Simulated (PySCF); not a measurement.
C2H6N2Si2, SMILES C1=NC=N[SiH2][SiH2]1.

Coordinates come from a PBE-D3(BJ)/def2-SVP optimisation. The structure was generated by enumeration, and PubChem lists no compound with its InChIKey, so it may never have been made.

Computed with PBE-D3(BJ)/def2-SVP (PySCF).

Frequencies are harmonic and unscaled.

| mode | ν (cm⁻¹) | IR (km/mol) | moving atoms (share of kinetic energy) |
|---|---|---|---|
| 1 | 101 | 0.3 | H 30 %, N 28 %, Si 26 %, C 16 % |
| 2 | 217 | 5.2 | H 40 %, Si 33 %, N 17 %, C 10 % |
| 3 | 228 | 8.1 | N 45 %, H 21 %, C 20 %, Si 13 % |
| 4 | 346 | 6.8 | H 42 %, C 26 %, Si 20 %, N 12 % |
| 5 | 347 | 9.2 | H 40 %, N 28 %, C 17 %, Si 15 % |
| 6 | 413 | 5.1 | H 46 %, N 27 %, C 16 %, Si 12 % |
| 7 | 434 | 8.7 | Si 73 %, H 22 % |
| 8 | 531 | 3.2 | H 52 %, Si 24 %, N 15 %, C 9 % |
| 9 | 577 | 11.1 | H 54 %, Si 20 %, C 15 %, N 11 % |
| 10 | 612 | 22.7 | H 74 %, C 15 % |
| 11 | 656 | 22.9 | N 51 %, Si 25 %, H 17 % |
| 12 | 685 | 8.0 | H 51 %, N 22 %, C 18 %, Si 9 % |
| 13 | 713 | 67.9 | H 63 %, N 16 %, C 16 % |
| 14 | 736 | 39.8 | H 54 %, C 21 %, N 16 %, Si 9 % |
| 15 | 769 | 31.3 | H 69 %, Si 16 %, C 8 % |
| 16 | 850 | 35.7 | H 60 %, C 22 %, N 17 % |
| 17 | 873 | 93.6 | H 94 % |
| 18 | 888 | 62.7 | H 95 % |
| 19 | 949 | 22.0 | H 55 %, C 38 % |
| 20 | 1012 | 54.8 | C 64 %, H 23 %, N 13 % |
| 21 | 1297 | 20.5 | H 80 %, C 13 % |
| 22 | 1348 | 2.0 | H 85 %, N 9 % |
| 23 | 1585 | 89.0 | C 52 %, N 47 % |
| 24 | 1640 | 125.5 | N 49 %, C 48 % |
| 25 | 2146 | 64.4 | H 97 % |
| 26 | 2150 | 67.7 | H 97 % |
| 27 | 2175 | 85.7 | H 96 % |
| 28 | 2180 | 78.7 | H 96 % |
| 29 | 2984 | 25.5 | H 92 % |
| 30 | 2993 | 56.6 | H 92 % |
